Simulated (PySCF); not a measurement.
phosphorus nitride (NP), SMILES N#P. Geometry: B3LYP-D3(BJ)/def2-TZVPD.

TDDFT-PBE/def2-TZVPD in PySCF 2.14.0 puts the lowest singlet excitations at 4.89, 4.89, 5.02, 5.34, 5.34, 7.42 eV and the lowest triplet (TDA) at 3.76 eV.

**Question.** What are the lowest singlet roots from EOM-CCSD/aug-cc-pVDZ in PySCF 2.14.0? (An estimate is asked for; the answer gives what the named calculation found.)

**Answer.** 5.37, 5.37, 5.57, 5.81, 5.81, 8.27 eV; triplets 3.74, 4.37, 4.37 eV. S1 differs by 0.49 eV (second minus first; roots are paired by order, and the bases may differ).
